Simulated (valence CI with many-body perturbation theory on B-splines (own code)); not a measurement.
**Pb: calculated level list**

Calculated by valence CI with perturbative core correlation (CI+MBPT): four valence electrons over a frozen Dirac-Fock core [Xe] 4f14 5d10, a basis of 11 s, 11 p, 9 d, 7 f, 5 g, 2 h, 1 i functions for each j, with the one-electron correlation potential Σ1, the two-electron term Σ2, the three-electron term Σ3, Breit, model QED; selected CI, second order for the rest, scaled by the run's own slope (own B-spline code, finite nucleus).

Against 21 measured levels this calculation errs by 151 cm⁻¹ on average and by 460 at most. These come from a selection out of the NIST Handbook of Basic Atomic Spectroscopic Data. Levels without a partner in it may be off by more.

Levels 1 to 35 of 35, with energies above the lowest level, (6s^2 6p1/2^2) J=0. "Leading %" is the weight of the configuration and term that name the level; weights of strongly mixed levels are sums over their largest components and can fall short. In the jj column 3d3/2^4 stands for four electrons in 3d with j = 3/2. Lifetimes count E1, E2, E3, M1 and M2 decay at the calculated energies, and are blank where another channel may lead or the interval is too uncertain; long ones can be off by a factor of two.

| No. | Configuration | Term | J | E (cm⁻¹) | Leading % | Second component | Leading jj | Lifetime |
| --- | --- | --- | --- | --- | --- | --- | --- | --- |
| 1 | 6s2.6p2 | 3P | 0 | 0.0 | 81 | 15 % 6s2.6p2 1S | 6s^2 6p1/2^2 (92 %) |  |
| 2 | 6s2.6p2 | 3P | 1 | 8112 | 96 |  | 6s^2 6p1/2 6p3/2 (96 %) | 125 ms |
| 3 | 6s2.6p2 | 3P | 2 | 10883 | 52 | 44 % 6s2.6p2 1D | 6s^2 6p1/2 6p3/2 (91 %) | 2.28 s |
| 4 | 6s2.6p2 | 1D | 2 | 21918 | 51 | 44 % 6s2.6p2 3P | 6s^2 6p3/2^2 (90 %) | 33.0 ms |
| 5 | 6s2.6p2 | 1S | 0 | 29726 | 79 | 14 % 6s2.6p2 3P | 6s^2 6p3/2^2 (89 %) | 11.1 ms |
| 6 | 6s2.6p.7s | 3P° | 0 | 35073 | 94 |  | 6s^2 6p1/2 7s (94 %) | 6.65 ns |
| 7 | 6s2.6p.7s | 3P° | 1 | 35399 | 66 | 28 % 6s2.6p.7s 1P° | 6s^2 6p1/2 7s (93 %) | 5.73 ns |
| 8 | 6s2.6p.7p | 3D | 1 | 42843 | 67 | 22 % 6s2.6p.7p 1P | 6s^2 6p1/2 7p1/2 (92 %) | 66.5 ns |
| 9 | 6s2.6p.7p | 3P | 0 | 44363 | 67 | 25 % 6s2.6p.7p 1S | 6s^2 6p1/2 7p1/2 (92 %) | 47.2 ns |
| 10 | 6s2.6p.7p | 3P | 1 | 44615 | 46 | 26 % 6s2.6p.7p 3S | 6s^2 6p1/2 7p3/2 (93 %) | 39.0 ns |
| 11 | 6s2.6p.7p | 3D | 2 | 44745 | 51 | 27 % 6s2.6p.7p 1D | 6s^2 6p1/2 7p3/2 (93 %) | 40.7 ns |
| 12 | 6s2.6p.6d | 3F° | 2 | 45387 | 63 | 24 % 6s2.6p.6d 1D° | 6s^2 6p1/2 6d3/2 (90 %) | 27.2 ns |
| 13 | 6s2.6p.6d | 3P° | 2 | 46005 | 38 | 35 % 6s2.6p.6d 3D° | 6s^2 6p1/2 6d5/2 (89 %) | 4.43 ns |
| 14 | 6s2.6p.6d | 3D° | 1 | 46081 | 45 | 26 % 6s2.6p.6d 1P° | 6s^2 6p1/2 6d3/2 (84 %) | 3.88 ns |
| 15 | 6s2.6p.6d | 3F° | 3 | 46274 | 46 | 25 % 6s2.6p.6d 1F° | 6s^2 6p1/2 6d5/2 (92 %) | 6.12 ns |
| 16 | 6s2.6p.8s | 3P° | 0 | 48547 | 93 |  | 6s^2 6p1/2 8s (93 %) | 21.4 ns |
| 17 | 6s2.6p.8s | 3P° | 1 | 48567 | 61 | 29 % 6s2.6p.8s 1P° | 6s^2 6p1/2 8s (90 %) | 18.1 ns |
| 18 | 6s2.6p.7s | 3P° | 2 | 48627 | 90 |  | 6s^2 6p3/2 7s (90 %) | 5.67 ns |
| 19 | 6s2.6p.7s | 1P° | 1 | 49739 | 52 | 23 % 6s2.6p.7s 3P° | 6s^2 6p3/2 7s (75 %) | 4.78 ns |
| 20 | 6s2.6p.8p | 3D | 1 | 51093 | 67 | 21 % 6s2.6p.8p 1P | 6s^2 6p1/2 8p1/2 (91 %) | 248 ns |
| 21 | 6s2.6p.8p | 3P | 0 | 51580 | 64 | 29 % 6s2.6p.8p 1S | 6s^2 6p1/2 8p1/2 (93 %) | 142 ns |
| 22 | 6s2.6p.8p | 3P | 1 | 51693 | 46 | 27 % 6s2.6p.8p 3S | 6s^2 6p1/2 8p3/2 (93 %) | 123 ns |
| 23 | 6s2.6p.8p | 3D | 2 | 51720 | 48 | 30 % 6s2.6p.8p 1D | 6s^2 6p1/2 8p3/2 (92 %) | 124 ns |
| 24 | 6s2.6p.7d | 3F° | 2 | 51986 | 62 | 23 % 6s2.6p.7d 1D° | 6s^2 6p1/2 7d3/2 (88 %) | 62.2 ns |
| 25 | 6s2.6p.7d | 3P° | 2 | 52192 | 39 | 35 % 6s2.6p.7d 3D° | 6s^2 6p1/2 7d5/2 (89 %) | 16.5 ns |
| 26 | 6s2.6p.7d | 3F° | 3 | 52303 | 43 | 29 % 6s2.6p.7d 1F° | 6s^2 6p1/2 7d5/2 (92 %) | 17.7 ns |
| 27 | 6s2.6p.7d | 3D° | 1 | 52410 | 47 | 27 % 6s2.6p.7d 1P° | 6s^2 6p1/2 7d3/2 (88 %) | 8.34 ns |
| 28 | 5f.6s2.6p | 3D | 3 | 52727 | 51 | 22 % 5f.6s2.6p 3F | 5f7/2 6s^2 6p1/2 (89 %) | 58.9 ns |
| 29 | 5f.6s2.6p | 3F | 2 | 52734 | 42 | 31 % 5f.6s2.6p 1D | 5f5/2 6s^2 6p1/2 (93 %) | 59.7 ns |
| 30 | 5f.6s2.6p | 3G | 3 | 52738 | 69 | 12 % 5f.6s2.6p 3F | 5f5/2 6s^2 6p1/2 (89 %) | 56.0 ns |
| 31 | 5f.6s2.6p | 3G | 4 | 52743 | 39 | 31 % 5f.6s2.6p 1G | 5f7/2 6s^2 6p1/2 (93 %) | 60.6 ns |
| 32 | 6s2.6p.9s | 3P° | 0 | 53299 | 93 |  | 6s^2 6p1/2 9s (93 %) | 48.3 ns |
| 33 | 6s2.6p.9s | 3P° | 1 | 53330 | 62 | 31 % 6s2.6p.9s 1P° | 6s^2 6p1/2 9s (92 %) | 34.7 ns |
| 34 | 6s2.6p.9p | 3D | 1 | 54467 | 67 | 21 % 6s2.6p.9p 1P | 6s^2 6p1/2 9p1/2 (92 %) | 668 ns |
| 35 | 6s2.6p.9p | 3P | 0 | 54676 | 63 | 30 % 6s2.6p.9p 1S | 6s^2 6p1/2 9p1/2 (93 %) | 278 ns |

Where two levels of one J and parity lie close, their mixing, g and order are uncertain.

The ionisation energy to 6s2.6p 2P°_1/2 of the next ion comes out as 7.3999 eV (NIST: 7.41668 eV (measured)). All 35 levels together are meant to be complete up to 54729 cm⁻¹.
